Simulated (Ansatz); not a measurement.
HfAl6, relaxed as a singlet with RKS r2SCAN-D4/def2-SVP in Ansatz, starting from the GFN1-xTB geometry. Force threshold 0.02 eV/Å.

In the def2 sets Hf takes a core potential; there is no spin–orbit coupling. The structure comes from a short search, and lower isomers may exist.

Start:

| atom | x (Å) | y (Å) | z (Å) |
| --- | --- | --- | --- |
| Hf1 | -1.500 | 1.367 | -0.336 |
| Al2 | 1.917 | -1.768 | -0.128 |
| Al3 | 0.970 | 2.272 | -1.392 |
| Al4 | -0.606 | -1.779 | 0.570 |
| Al5 | -2.204 | -1.189 | -1.336 |
| Al6 | -0.320 | 0.337 | 2.099 |
| Al7 | 1.742 | 0.759 | 0.523 |

```json
{"step": "1", "energy (eV)": "-40867.4329", "largest force component (eV/Å)": "1.949", "SCF passes": "72"}
{"step": "2", "energy (eV)": "-40867.9834", "largest force component (eV/Å)": "1.141", "SCF passes": "45"}
{"step": "3", "energy (eV)": "-40868.3254", "largest force component (eV/Å)": "0.536", "SCF passes": "43"}
{"step": "4", "energy (eV)": "-40868.5203", "largest force component (eV/Å)": "0.653", "SCF passes": "37"}
{"step": "5", "energy (eV)": "-40868.6755", "largest force component (eV/Å)": "0.558", "SCF passes": "36"}
{"step": "6", "energy (eV)": "-40868.6997", "largest force component (eV/Å)": "0.488", "SCF passes": "34"}
{"step": "7", "energy (eV)": "-40868.7162", "largest force component (eV/Å)": "0.128", "SCF passes": "34"}
{"step": "8", "energy (eV)": "-40868.7398", "largest force component (eV/Å)": "0.121", "SCF passes": "33"}
{"step": "9", "energy (eV)": "-40868.8115", "largest force component (eV/Å)": "0.225", "SCF passes": "33"}
{"step": "10", "energy (eV)": "-40868.9190", "largest force component (eV/Å)": "0.277", "SCF passes": "32"}
{"step": "11", "energy (eV)": "-40869.0321", "largest force component (eV/Å)": "0.314", "SCF passes": "33"}
{"step": "12", "energy (eV)": "-40869.1268", "largest force component (eV/Å)": "0.302", "SCF passes": "41"}
{"step": "13", "energy (eV)": "-40869.2153", "largest force component (eV/Å)": "0.374", "SCF passes": "41"}
{"step": "14", "energy (eV)": "-40869.3069", "largest force component (eV/Å)": "0.408", "SCF passes": "41"}
{"step": "15", "energy (eV)": "-40869.4467", "largest force component (eV/Å)": "0.670", "SCF passes": "49"}
{"step": "16", "energy (eV)": "-40869.6370", "largest force component (eV/Å)": "0.987", "SCF passes": "46"}
{"step": "17", "energy (eV)": "-40869.8908", "largest force component (eV/Å)": "0.628", "SCF passes": "44"}
{"step": "18", "energy (eV)": "-40870.1007", "largest force component (eV/Å)": "0.463", "SCF passes": "38"}
{"step": "19", "energy (eV)": "-40870.2188", "largest force component (eV/Å)": "0.560", "SCF passes": "37"}
{"step": "20", "energy (eV)": "-40870.3027", "largest force component (eV/Å)": "0.304", "SCF passes": "33"}
{"step": "21", "energy (eV)": "-40870.4345", "largest force component (eV/Å)": "0.348", "SCF passes": "36"}
{"step": "22", "energy (eV)": "-40870.4860", "largest force component (eV/Å)": "0.321", "SCF passes": "36"}
{"step": "23 (rejected)", "energy (eV)": "-40870.3705", "largest force component (eV/Å)": "0.584", "SCF passes": "31"}
{"step": "24", "energy (eV)": "-40870.5118", "largest force component (eV/Å)": "0.049", "SCF passes": "30"}
{"step": "25", "energy (eV)": "-40870.5128", "largest force component (eV/Å)": "0.044", "SCF passes": "27"}
{"step": "26", "energy (eV)": "-40870.5132", "largest force component (eV/Å)": "0.024", "SCF passes": "28"}
{"step": "27", "energy (eV)": "-40870.5133", "largest force component (eV/Å)": "0.003", "SCF passes": "29"}
```

Force components are those of the run's own axes.

End:

```xyz
7

Hf   -1.407    1.232    0.373
Al    1.377   -1.749    0.191
Al   -0.065    1.954   -1.922
Al   -1.305   -1.502    0.739
Al   -0.265   -0.643   -1.458
Al    0.272   -0.112    2.103
Al    1.392    0.819   -0.026
```

Bonds formed: Al2–Al5, Al2–Al6, Al3–Al5, Al5–Al7 (atoms count from 1). Metal–metal contacts that move far: Hf1–Al7 3.41 to 2.86 Å. The end is the same structure that another start reached, the lowest one found.

No frequencies were taken in this run, so the end may be a saddle point.

It took 2.6 min on 4 threads of Arm Neoverse V1 on a shared host.
